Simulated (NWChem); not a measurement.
System: CH6GeSi, singlet; SMILES [CH3][Ge][SiH3]

Excerpt of the output:

```
             Northwest Computational Chemistry Package (NWChem) 7.3.0
             --------------------------------------------------------

 C1  symmetry detected

                             Geometry "geometry" -> ""
                             -------------------------

 Output coordinates in angstroms (scale by  1.889725989 to convert to a.u.)

  No.       Tag          Charge          X              Y              Z
 ---- ---------------- ---------- -------------- -------------- --------------
    1 Ge                  32.0000    -0.49621521     0.64372231    -0.00194030
    2 C                    6.0000     1.44392791     1.19419933     0.00658485
    3 H                    1.0000     1.78172967     1.09142393    -1.05179323
    4 H                    1.0000     2.11192638     0.54641768     0.61106382
    5 H                    1.0000     1.57165072     2.25370788     0.30325119
    6 Si                  14.0000     0.07719877    -1.76786802    -0.00629668
    7 H                    1.0000     0.31215814    -2.08217430     1.45968640
    8 H                    1.0000     1.35943730    -2.11586072    -0.72897561
    9 H                    1.0000    -1.00236563    -2.70767214    -0.48249848

 Effective nuclear repulsion energy (a.u.)     228.8809037534

                                 NWChem DFT Module
                                 -----------------

 Summary of "ao basis" -> "ao basis" (spherical)
 ------------------------------------------------------------------------------
       Tag                 Description            Shells   Functions and Types
 ---------------- ------------------------------  ------  ---------------------
 Ge                         def2-svp                12       32   5s4p3d
 C                          def2-svp                 6       14   3s2p1d
 H                          def2-svp                 3        5   2s1p
 Si                         def2-svp                 8       18   4s3p1d

            General Information
            -------------------
          SCF calculation type: DFT
          Wavefunction type:  closed shell.
          No. of atoms     :     9
          No. of electrons :    58
           Alpha electrons :    29
            Beta electrons :    29
          Charge           :     0
          Spin multiplicity:     1
          Use of symmetry is: off; symmetry adaption is: off
          Maximum number of iterations: 150
          AO basis - number of functions:    94
                     number of shells:    44
          Convergence on energy requested:  1.00D-06
          Convergence on density requested:  1.00D-05
          Convergence on gradient requested:  5.00D-04

              XC Information
              --------------
                        MPW1K Method XC Functional
                     Hartree-Fock (Exact) Exchange  0.428
                        mPW91  Exchange Functional  0.572
                Perdew 1991 Correlation Functional  1.000 non-local
            Perdew 1991 LDA Correlation Functional  1.000 local

             Grid Information
             ----------------
          Grid used for XC integration:  medium
          Radial quadrature: Mura-Knowles
          Angular quadrature: Lebedev.
          Tag              B.-S. Rad. Rad. Pts. Rad. Cut. Ang. Pts.
          ---              ---------- --------- --------- ---------
          Ge                  1.25      112          10.0       590
          C                   0.70       49          12.0       434
          H                   0.35       45          13.0       434
          Si                  1.10       88          11.0       590
          Grid pruning is: on
          Number of quadrature shells:   519
          Spatial weights used:  Erf1

      Superposition of Atomic Density Guess
      -------------------------------------

 Sum of atomic energies:       -2404.40251928

      Non-variational initial energy
      ------------------------------

 Total energy =   -2405.343279
 1-e energy   =   -3804.712062
 2-e energy   =    1170.487879
 HOMO         =      -0.201863
 LUMO         =      -0.075856

     ---------------------------------------------
      Total Density - Mulliken Population Analysis
     ---------------------------------------------

    Atom       Charge   Shell Charges
 -----------   ------   -------------------------------------------------------
    1 Ge  32    31.52   2.00  2.00  2.00  1.32  0.57  6.00  5.98  0.79  0.80  8.14  1.80  0.12
    2 C    6     6.67   1.99  0.97  0.32  2.08  1.29  0.01
    3 H    1     0.86   0.64  0.19  0.03
    4 H    1     0.87   0.65  0.19  0.03
    5 H    1     0.88   0.66  0.19  0.03
    6 Si  14    13.99   2.00  1.99  1.05  0.33  5.94  1.16  1.43  0.09
    7 H    1     1.06   0.68  0.37  0.01
    8 H    1     1.07   0.69  0.37  0.01
    9 H    1     1.07   0.69  0.37  0.01

   convergence    iter        energy       DeltaE   RMS-Dens  Diis-err
 ---------------- ----- ----------------- --------- --------- ---------
 d= 0,ls=0.0,diis     1  -2407.8983694432 -2.64D+03  7.29D-03  1.60D-01
 d= 0,ls=0.0,diis     2  -2407.9216554719 -2.33D-02  2.41D-03  3.52D-02
 d= 0,ls=0.0,diis     3  -2407.9261300631 -4.47D-03  8.03D-04  1.06D-02
 d= 0,ls=0.0,diis     4  -2407.9276035197 -1.47D-03  1.65D-04  2.12D-04
 d= 0,ls=0.0,diis     5  -2407.9276325861 -2.91D-05  4.08D-05  3.35D-06
  Resetting Diis
 d= 0,ls=0.0,diis     6  -2407.9276337361 -1.15D-06  8.42D-06  1.80D-07
 d= 0,ls=0.0,diis     7  -2407.9276337867 -5.06D-08  2.57D-06  2.27D-08

         Total DFT energy =    -2407.927633786749
      One electron energy =    -3807.226948760947
           Coulomb energy =     1278.143620751149
    Exchange-Corr. energy =     -107.725209530382
 Nuclear repulsion energy =      228.880903753431

 Numeric. integr. density =       58.000011106643

                       DFT Final Molecular Orbital Analysis
                       ------------------------------------

 Vector   27  Occ=2.000000D+00  E=-3.859891D-01
              MO Center= -1.5D-01, -2.1D+00,  3.8D-01, r^2= 2.4D+00
   Bfn.  Coefficient  Atom+Function         Bfn.  Coefficient  Atom+Function
  ----- ------------  ---------------      ----- ------------  ---------------
    80      0.331410  7 H  s                 90     -0.298578  9 H  s
    71      0.242615  6 Si pz                74      0.196569  6 Si pz
    81      0.183724  7 H  s                 91     -0.161255  9 H  s
    69      0.148255  6 Si px                68     -0.137658  6 Si pz
    72      0.122391  6 Si px                66     -0.084419  6 Si px

 Vector   28  Occ=2.000000D+00  E=-3.208938D-01
              MO Center=  2.2D-01,  2.1D-01, -1.8D-02, r^2= 3.8D+00
   Bfn.  Coefficient  Atom+Function         Bfn.  Coefficient  Atom+Function
  ----- ------------  ---------------      ----- ------------  ---------------
    36      0.327015  2 C  px                12     -0.237603  1 Ge px
    39      0.235022  2 C  px                13     -0.209948  1 Ge py
    70      0.178204  6 Si py                35     -0.168494  2 C  s
     4      0.162810  1 Ge s                 73      0.159412  6 Si py
    15     -0.146976  1 Ge px                16     -0.142370  1 Ge py

 Vector   29  Occ=2.000000D+00  E=-2.564242D-01
              MO Center= -3.9D-01,  2.6D-01,  8.0D-04, r^2= 3.8D+00
   Bfn.  Coefficient  Atom+Function         Bfn.  Coefficient  Atom+Function
  ----- ------------  ---------------      ----- ------------  ---------------
     4      0.337660  1 Ge s                  5      0.291171  1 Ge s
    13      0.258617  1 Ge py                12     -0.248836  1 Ge px
    15     -0.239787  1 Ge px                73     -0.240475  6 Si py
    16      0.235642  1 Ge py                70     -0.217601  6 Si py
     3     -0.194175  1 Ge s                 64     -0.148741  6 Si s

 Vector   30  Occ=0.000000D+00  E=-8.488394D-02
              MO Center= -4.2D-01,  4.7D-01, -1.1D-02, r^2= 3.2D+00
   Bfn.  Coefficient  Atom+Function         Bfn.  Coefficient  Atom+Function
  ----- ------------  ---------------      ----- ------------  ---------------
    17      0.682623  1 Ge pz                14      0.419062  1 Ge pz
    11     -0.243682  1 Ge pz                81     -0.158118  7 H  s
    86      0.128803  8 H  s                 48      0.118826  3 H  s
    74      0.100667  6 Si pz                47      0.099754  3 H  s
    80     -0.093412  7 H  s                 53     -0.085838  4 H  s

 Vector   31  Occ=0.000000D+00  E= 3.787470D-02
              MO Center=  5.0D-02,  1.1D-01,  3.0D-03, r^2= 5.9D+00
   Bfn.  Coefficient  Atom+Function         Bfn.  Coefficient  Atom+Function
  ----- ------------  ---------------      ----- ------------  ---------------
    35      1.177443  2 C  s                 16     -0.867190  1 Ge py
    73     -0.663748  6 Si py                65     -0.431656  6 Si s
    86      0.419700  8 H  s                 15     -0.398861  1 Ge px
    53     -0.358766  4 H  s                 48     -0.305336  3 H  s
    58     -0.287606  5 H  s                 74      0.263331  6 Si pz

 Vector   32  Occ=0.000000D+00  E= 7.011376D-02
              MO Center= -9.2D-02, -9.0D-01, -7.9D-02, r^2= 5.4D+00
   Bfn.  Coefficient  Atom+Function         Bfn.  Coefficient  Atom+Function
  ----- ------------  ---------------      ----- ------------  ---------------
    72     -0.874322  6 Si px                35      0.832494  2 C  s
    91     -0.772960  9 H  s                 65      0.669723  6 Si s
     5     -0.608754  1 Ge s                 16      0.573436  1 Ge py
    15     -0.503428  1 Ge px                74     -0.480539  6 Si pz
    73      0.457530  6 Si py                 4     -0.416357  1 Ge s

     ---------------------------------------------
      Total Density - Mulliken Population Analysis
     ---------------------------------------------

    Atom       Charge   Shell Charges
 -----------   ------   -------------------------------------------------------
    1 Ge  32    31.76   2.00  2.00  2.00  1.41  0.45  6.00  5.98  1.03  0.81  8.11  1.80  0.18
    2 C    6     6.43   1.99  0.87  0.35  2.05  1.15  0.02
    3 H    1     0.91   0.72  0.17  0.03
    4 H    1     0.90   0.72  0.16  0.02
    5 H    1     0.91   0.72  0.16  0.02
    6 Si  14    13.90   2.00  1.99  1.04  0.28  5.93  1.29  1.24  0.13
    7 H    1     1.07   0.72  0.34  0.01
    8 H    1     1.07   0.72  0.34  0.01
    9 H    1     1.06   0.72  0.33  0.01

     -------------------------------------------
      Total Density - Lowdin Population Analysis
     -------------------------------------------

    Atom       Charge   Shell Charges
 -----------   ------   -------------------------------------------------------
    1 Ge  32    31.81   2.00  2.00  1.96  1.05  0.60  5.99  5.81  1.16  1.06  7.82  2.03  0.32
    2 C    6     6.27   1.97  0.59  0.35  1.84  1.47  0.05
    3 H    1     0.95   0.61  0.26  0.07
    4 H    1     0.96   0.62  0.27  0.07
    5 H    1     0.96   0.63  0.26  0.07
    6 Si  14    13.78   2.00  1.94  0.70  0.39  5.82  1.31  1.44  0.19
    7 H    1     1.08   0.63  0.43  0.02
    8 H    1     1.09   0.63  0.43  0.02
    9 H    1     1.09   0.63  0.43  0.02

     Multipole analysis of the density
     ---------------------------------

     L   x y z        total         alpha         beta         nuclear
     -   - - -        -----         -----         ----         -------
     0   0 0 0     -0.000000    -29.000000    -29.000000     58.000000

     1   1 0 0      0.246383      0.123192      0.123192      0.000000
     1   0 1 0      0.364144      0.182072      0.182072      0.000000
     1   0 0 1     -0.081989     -0.040994     -0.040994      0.000000

     2   2 0 0    -31.710854    -75.719814    -75.719814    119.728773
     2   1 1 0      1.247025     -6.593857     -6.593857     14.434739
     2   1 0 1     -0.088419      0.094232      0.094232     -0.276884
     2   0 2 0    -32.807614   -174.038739   -174.038739    315.269865
     2   0 1 1     -0.024700      0.269804      0.269804     -0.564308
     2   0 0 2    -28.172164    -22.062875    -22.062875     15.953585
```

Level: MPW1K/def2-SVP. Low-valent species are run as closed-shell singlets; no triplet was tried in these runs. Coordinates come from a PBE-D3(BJ)/def2-SVP optimisation.

Task: Write an input that gives this output.

Result: One answer among several that fit: the input that was run:
```
start job
memory heap 200 mb stack 900 mb global 1100 mb
geometry units angstroms noautoz
  Ge    -0.514177     0.650383     0.037036
  C      1.414679     1.235942    -0.025319
  H      1.715556     1.138124    -1.095245
  H      2.115879     0.601049     0.554739
  H      1.533858     2.297922     0.266018
  Si     0.102381    -1.750422     0.012910
  H      0.396194    -2.058781     1.469512
  H      1.363580    -2.075925    -0.755806
  H     -0.976558    -2.710169    -0.423250
end
basis spherical
  * library def2-svp
end
dft
  xc mpw1k
  iterations 150
  mulliken
end
task dft energy
```
